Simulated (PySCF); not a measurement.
**Electronic structure of Ni (nickel, neutral) at the r2SCAN level**

Configuration: [Ar] 3d7 4s2 4p1, one real determinant (an excited configuration). Calculation: PySCF 2.14, in aug-cc-pVTZ-DK; scalar relativity by spin-free X2C-1e.

```
Total energy                                                  : -1520.237 hartree
One-electron energy                                           : -2100.289 hartree
Hartree (Coulomb) energy                                      : 643.585 hartree
Exchange-correlation energy                                   : -63.533 hartree
⟨S²⟩                                                          : 6.0089
⟨L²⟩                                                          : 13.976
Sum of ⟨r⟩                                                    : 23.04 bohr
Sum of ⟨r²⟩                                                   : 42.98 bohr²
Traceless quadrupole moment −½Σ⟨3z² − r²⟩ along its main axis : -5.48 e·bohr²
Langevin diamagnetic susceptibility                           : -34.0 ×10⁻⁶ cm³/mol
```

```
shell  electrons  mean orbital energy (eV)  spread (eV)  rms radius, mean of both spins (bohr)
 1s α          1                   -8239.2            0                                 0.0624
 1s β          1                   -8239.1            0                                 0.0624
 2s α          1                   -1001.1            0                                  0.265
 2s β          1                   -998.76            0                                  0.265
 2p α          3                   -860.75        0.190                                  0.238
 2p β          3                   -858.92        0.062                                  0.238
 3s α          1                   -124.98            0                                  0.790
 3s β          1                   -119.54            0                                  0.790
 3p α          3                   -83.622        0.249                                  0.837
 3p β          3                   -78.399        0.288                                  0.837
 3d α          5                   -18.129        1.658                                   1.05
 3d β          2                   -15.342        0.203                                   1.05
 4s α          1                    -8.690            0                                   2.77
 4s β          1                    -7.423            0                                   2.77
 4p α          1                    -3.253            0                                   3.73
```

⟨L²⟩ = 13.98 against 20 for a pure G term, so this real determinant mixes terms.

Densities and radii are taken from the X2C orbitals without a picture-change correction, which distorts them close to the nucleus.
